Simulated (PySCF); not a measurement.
**HfH₃⁺ at several levels of theory**

All levels use the PBE0 minimum (singlet; Hf–H 1.787 Å (×3); H–Hf–H 101.5° (×3)), basis [Hf def2-TZVP with ECP60, H def2-TZVP], scalar-relativistic core potentials, density fitting, no spin–orbit coupling, PySCF. For vertical energies the ionised species is a doublet (spins chosen at PBE0 and kept) and the electron-attached one a doublet. Open shells are unrestricted, also as the reference of the correlated levels. Dipoles are about the centre of mass. A dash marks a value that was not computed or is not defined at that level.

```xyz
4
charge 1 multiplicity 1, angstrom
Hf    0.0000    0.0000    0.0132
H     1.5983    0.0000   -0.7861
H    -0.7992    1.3842   -0.7861
H    -0.7991   -1.3842   -0.7861
```

| level | vertical IP (eV) | vertical EA (eV) | −ε(HOMO) (eV) | gap (eV) | dipole (D) |
| --- | --- | --- | --- | --- | --- |
| PBE0 | 17.28 | 6.91 | 14.62 | 5.75 | 3.65 |
| HF | 16.35 | 6.57 | 17.70 | 11.89 | 4.59 |
| MP2 | 17.19 | 6.74 | – | – | – |
| PBE | 17.20 | 6.86 | 13.37 | 3.42 | 3.32 |
| CCSD(T) | 17.20 | 6.73 | – | – | – |
| r2SCAN | 17.21 | 6.98 | 13.65 | 4.11 | 3.66 |
| B3LYP | 17.33 | 6.95 | 14.46 | 5.19 | 3.60 |
| TPSSh | 17.24 | 6.88 | 14.04 | 4.74 | 3.74 |
| M06-L | 17.14 | 6.68 | 13.60 | 4.62 | 3.83 |
| M06-2X | 17.37 | 6.92 | 15.80 | 7.84 | 3.70 |

For HfH₃⁺ itself CCSD(T) correlates 14 electrons; T1 = 0.018, D1 = 0.043, (T) = -17 kJ/mol.

Which levels differ least and most from CCSD(T) in the vertical IP?

Least: PBE (0.00 eV), MP2 (-0.01 eV); most: HF (-0.85 eV).

Spin–orbit coupling, left out here, can matter for elements this heavy.
